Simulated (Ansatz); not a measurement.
`FB([SiH3])Br` + CH₃NH₂ → `CNB(F)[SiH3]` + HBr  (ligand exchange at a B–Br bond)

Gas-phase electronic energies from Ansatz, PBE0-D4/def2-TZVP geometries. CCSD(T)/CBS adds triple-zeta CCSD(T) − MP2 to the extrapolated MP2 energy (def2 sets, frozen cores). Functionals use def2-TZVPP. B3LYP here is the variant with VWN-RPA as its local correlation; programs differ in this. For Br outer-core shells are correlated without core-valence functions, which leaves a few kJ/mol of doubt a bond. Scalar relativity is left out up to krypton. Each species was taken in one conformer, which may not be the lowest.

Question: Is it downhill or uphill in electronic energy at CCSD(T)/CBS, and by how much? (Estimate.)

Answer: Computed: Downhill: ΔE = -12.6 kcal/mol.

Question: What do these levels give: r2SCAN-D4, B3LYP-D4, ωB97X-V, B2PLYP, HF/def2-TZVPP, CCSD(T)/def2-TZVPP? (Best estimate.)

Answer: Ansatz gave: r2SCAN-D4 -13.0, B3LYP-D4 -14.2, ωB97X-V -13.5, B2PLYP -13.2, HF/def2-TZVPP -12.4, CCSD(T)/def2-TZVPP -13.3 kcal/mol.

Largest T1 diagnostic among the species: 0.013.

The D4 term adds −0.7 kcal/mol with B3LYP and −0.5 kcal/mol with PBE0; it sums over pairs of atoms, weighted by their polarisabilities, and B3LYP, whose exchange is more repulsive, gets the larger term.
